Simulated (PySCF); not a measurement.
PySCF input for SrF, SMILES [Sr][F], multiplicity 2, PBE-D3(BJ)/def2-TZVPD. Coordinates come from a PBE-D3(BJ)/def2-TZVPD optimisation. The multiplicity is an assumed one; other spin states were not compared. The def2 effective core potentials stand for the cores of Sr; spin–orbit coupling is left out.

```python
import numpy as np
from pyscf import gto, scf, dft, df
from pyscf.hessian import thermo

mol = gto.M(
    atom='''
    Sr    0.00000000    0.00000000   -0.40069441
    F     0.00000000    0.00000000    1.69182086
    ''',
    basis='def2-TZVPD',
    ecp={'Sr': 'def2-tzvp'},
    charge=0,
    spin=1,
    max_memory=1600,
    verbose=3,
)
mf = dft.UKS(mol, xc='pbe').density_fit(auxbasis='def2-universal-jkfit')
mf.disp = 'd3bj'
mf.grids.level = 3
mf.conv_tol = 1e-11
mf.max_cycle = 100
mf.kernel()
fine, coarse = mf.grids, dft.Grids(mol).set(level=1).build(with_non0tab=True)
for _ in range(3):  # follow internal instabilities
    mf.grids = coarse
    mo, _, stable, _ = mf.stability(return_status=True, nroots=4)
    mf.grids = fine
    if stable:
        break
    mf.kernel(mf.make_rdm1(mo, mf.mo_occ))

# [left out here: the lines that compute and print the analytic Hessian (its translational invariance restored by hand, since the grid's response is missing), thermochemistry and intensities]
```

It prints:

```

WARN: HOMO -0.263484181189393 >= LUMO -0.263484181189393

converged SCF energy = -130.566483474581  <S^2> = 0.75022024  2S+1 = 2.0002202
<class 'pyscf.df.df_jk.DFUKS'> wavefunction is stable in the internal stability analysis

WARN: DFTD3 does not support analytical Hessian, using finite difference


WARN: Mole.unit (angstrom) is changed to Bohr

Mode                                 0
Irrep
Freq [cm^-1]                      487.7124
Reduced mass [au]                  22.0797
Force const [Dyne/A]                3.0944
Char temp [K]                     701.7096
Normal mode                   x     y     z
       0  Sr                 0.00  0.00 -0.05
       1   F                 0.00  0.00  0.21
temperature 298.1500 [K]
pressure 101325.00 [Pa]
Rotational constants [GHz] inf 7.39251 7.39251
Symmetry number 1
Zero-point energy (ZPE) 0.00111 [Eh]   2917.168 [J/mol]
                           tot       elec      trans        rot        vib
Entropy [J/mol/K]       239.930      5.763    166.979     64.303      2.885
Cv [J/mol/K]             26.130      0.000     12.472      8.314      5.344
Cp [J/mol/K]             34.445      0.000     20.786      8.314      5.344
Internal energy [J/mol]                      3718.434   2478.956   3529.838
Internal energy [Eh]   -130.56278  -130.56648
Enthalpy [J/mol]                             6197.391   2478.956   3529.838
Enthalpy [Eh]          -130.56183
Gibbs free energy [J/mol]                  -43587.498 -16692.898   2669.631
Gibbs free energy [Eh] -130.58908
mode   freq/cm-1   IR/(km/mol)
   1      487.71        77.252
max |gradient| / (hartree/bohr): 4.456316214755397e-05
APT charges: [ 0.599 -0.599]
```

The calculation finished and met its thresholds.

Cost: around 28 core-seconds (rough).
